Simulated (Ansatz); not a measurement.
Isolated molecules relaxed with PBE0-D4/def2-TZVP in Ansatz; ΔE leaves out vibrations. CCSD(T)/CBS adds triple-zeta CCSD(T) − MP2 to the extrapolated MP2 energy (def2 sets, frozen cores). This one scheme is used for every species, atoms too. Functionals use def2-TZVPP. HSE06 is defined as in plane-wave codes. Open shells (•) are unrestricted, without spin–orbit coupling. Spin–orbit coupling would lower the free atoms: a little for B, C; strongly for In. Elements past krypton have def2 core potentials. For In outer-core shells are correlated without core-valence functions, so the limit isn't a true one: a few kJ/mol of doubt a bond, and 10 to 20 or more in all where bonds break to atoms. One conformer a species, not always the lowest.

`CB[BH][InH][NH2]` → 2 B• + C• + 8 H• + In• + N•  (atomization)

Problem. What is ΔE at CCSD(T)/CBS? (An estimate is asked.)

Solution. Ansatz gave: +4229.2 kJ/mol.

Problem. What do these levels give: r2SCAN-D4, BHLYP-D4, B2PLYP, PBE-QIDH, PBE, revPBE, HSE06, CCSD(T)/def2-SVP, SCS-MP2/def2-TZVPP, CCSD(T)/def2-TZVPP, MP2/def2-QZVPP, SCS-MP2/def2-QZVPP? (An estimate is asked.)

Solution. Ansatz gave: r2SCAN-D4 4265.2, BHLYP-D4 4161.4, B2PLYP 4196.0, PBE-QIDH 4216.3, PBE 4287.0, revPBE 4142.0, HSE06 4238.6, CCSD(T)/def2-SVP 3989.7, SCS-MP2/def2-TZVPP 4153.0, CCSD(T)/def2-TZVPP 4125.9, MP2/def2-QZVPP 4214.0, SCS-MP2/def2-QZVPP 4223.5 kJ/mol.

Largest T1 diagnostic among the species: 0.016.

The D4 term adds +37.7 kJ/mol with B3LYP and +20.2 kJ/mol with PBE0; it sums over pairs of atoms, weighted by their polarisabilities, and B3LYP, whose exchange is more repulsive, gets the larger term. In def2-TZVPP, CCSD(T) changes the Hartree–Fock value by +997.7 kJ/mol (the triples alone add +54.8 kJ/mol) and MP2 by +1024.5 kJ/mol; breaking electron pairs costs correlation energy, which Hartree–Fock lacks.

B3LYP here is the variant with VWN-RPA as its local correlation; programs differ in this.

For atomizations the MP2-based limit and the directly extrapolated one differ by several kJ/mol either way, and by 10 to 25 for some Ge, Se and Sn compounds, so smaller differences from it don't rank the levels.
